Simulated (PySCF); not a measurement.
One step, two centres

1,2-elimination, with the central atom changed down its group and all else kept; in the first member these bonds form or tighten: H–S; these break or loosen: H–S, S–Si.

Gas-phase electronic energies, without zero-point energy, by CCSD(T) at an estimated basis limit (MP2 extrapolated from triple and quadruple zeta, plus CCSD(T) − MP2 in triple zeta); PySCF 2.14 with density fitting (its default auxiliary sets; JK sets also for MP2 and CCSD(T)), def2-TZVPP and QZVPP, frozen cores, core potentials past krypton, on PBE0-D4/def2-TZVP structures. Extrapolation: Hartree–Fock as exp(−7.88 √X), correlation as X^−2.97. All energies, in kJ/mol, count from the reactant; the end structure is reached by relaxing down from the saddle. Brackets give SMILES, or, where every atom is bracketed, only which atoms are joined. Steps whose reference was doubtful or whose search ended elsewhere are left out.

| reactants | products | saddle | end structure |
| --- | --- | --- | --- |
| SiH₄S₂ ([SH][SiH2][SH]) | SiH₂S ([SiH2][S]) + H₂S, still joined by a dative S–Si bond | ? | 134.2 |
| SnH₄S₂ ([SH][SnH2][SH]) | SnH₂S ([S][SnH2]) + H₂S, still joined by a dative S–Sn bond | 149.5 | 132.1 |

(1) What is the height of the saddle for SiH₄S₂ ([SH][SiH2][SH])? (An estimate is asked for; the value comes from the calculation.)

No T1 diagnostic of these runs exceeds 0.017. The filled d shells of Sn are correlated in sets not built for that, so values that involve them are less sure.

For scale, one of the runs: CCSD(T)/def2-TZVPP, 190 basis functions, launched by `OMP_NUM_THREADS=4 python run.py`. Time: 6.6 min of wall clock on 4 CPU threads of an Arm Neoverse V2; the host was shared. Peak host memory: 2.4 GiB.

Answers

(1) By the calculation: 159.6 kJ/mol relative to the reactant, the higher of the two.

The saddle falls down the group: the larger centre, with longer and weaker bonds, takes on an extra partner at less cost.
